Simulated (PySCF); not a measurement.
Spectroscopy problems

- B3LYP/pcJ-1 coupling constants (spin–dipole term left out of most H,H and C,H couplings)
- GIAO PBE0/pcSseg-1 shieldings
- structure optimised with GFN2-xTB
- program: PySCF 2.14.0 with density-fitted response routines
- one averaged value for each set of equivalent atoms, a single conformation, in vacuum, non-relativistic Hamiltonian

Referencing at the same level of theory: $^{1}$H and $^{13}$C vs TMS. Multiplet labels drop J under 1 Hz and among equivalent protons, and merge close values. Unscaled 3J(H,H) run several per cent high. Splittings of carbon signals by F and P are missing where no couplings were computed. Where no couplings were computed, multiplicities follow the n + 1 count of equivalent neighbours, and m marks all less simple cases (inequivalent or close neighbours, rings, F or P nearby). Vicinal couplings that depend on rotamer populations or ring flexing (ring, CH–CH, X–H and H–F types) are those of the one conformer. One-bond C–F couplings are unscaled and too large by tens of Hz. Acid and N–H amide carbonyl carbons lie up to 10 ppm further downfield in solution (hydrogen bonding). Shifts are as computed. Against solution values, carbons near 30 ppm lie about +3 ppm off and those near 130 ppm about +5 ppm. Of 1211 compounds with measured shifts, 218 miss one by over three times the rms of a fit or turn the order of signals round; such compounds aren't used in these exercises. OH and NH positions are gas-phase values without hydrogen bonding to other molecules.

Question: C7H5FO2. $^{1}$H NMR (500 MHz, computed): δ 8.68 (m, 1H), 7.84 (m, 1H), 7.53 (m, 1H), 7.44 (m, 1H), 6.67 (br s, 1H). $^{13}$C{$^{1}$H} NMR (computed): δ 173.6 (C), 169.6 (C), 141.5 (CH), 141.4 (CH), 128.8 (CH), 123.0 (CH), 121.0 (C). Identify the compound.

Answer: SMILES O=C(O)c1ccccc1F. The formula gives 5 degrees of unsaturation (1 ring in the answer). 7 carbon signals for 7 carbons: no two carbons are equivalent. Carbon types of the structure: 3 × C, 4 × CH, leaving 1 H on heteroatoms. δC 173.6: aromatic carbon bearing fluorine; σ withdrawal by the attached heteroatom moves it downfield of the ring CH carbons. δC 169.6: carboxylic acid carbon; lone-pair donation from the attached heteroatom keeps it upfield of a ketone carbonyl. δC 141.5, 141.4, 128.8, 123.0: aromatic CH. δH 8.68, 7.84, 7.53, 7.44: hydrogen on an aromatic CH.

The data come from this structure; uniqueness wasn't tested.

Question: C4H7F. $^{1}$H NMR (500 MHz, computed): δ 6.05 (m, 1H), 5.86 (m, 1H), 5.54 (m, 1H), 5.37 (dqq, J = 55.3, 6.9, 2.7 Hz, 1H), 1.39 (dd, J = 22.2, 6.9 Hz, 3H). $^{13}$C{$^{1}$H} NMR (computed): δ 147.2 (CH, d, J = 14.6 Hz), 119.0 (CH2, d, J = 13.1 Hz), 93.0 (CH, d, J = 229.6 Hz), 24.6 (CH3, d, J = 22.3 Hz). Identify the compound.

Answer: `C=C[C@H](C)F`. The formula gives 1 degree of unsaturation (no ring in the answer). 4 carbon signals for 4 carbons: no two carbons are equivalent. Carbon types of the structure: 2 × CH, 1 × CH2, 1 × CH3, which accounts for all hydrogens. δC 147.2: alkene CH; the olefinic region. δC 119.0: terminal =CH2 carbon; an sp2 carbon of a C=C bond. δC 93.0: allylic sp3 CH bonded to F; pulled downfield by the heteroatom. δC 24.6: methyl carbon; a saturated carbon with 1 carbon neighbour and no heteroatom attached. The protons at 5.37 and 1.39 share a coupling of 6.9 Hz (vicinal).

The data come from this structure; uniqueness wasn't tested.
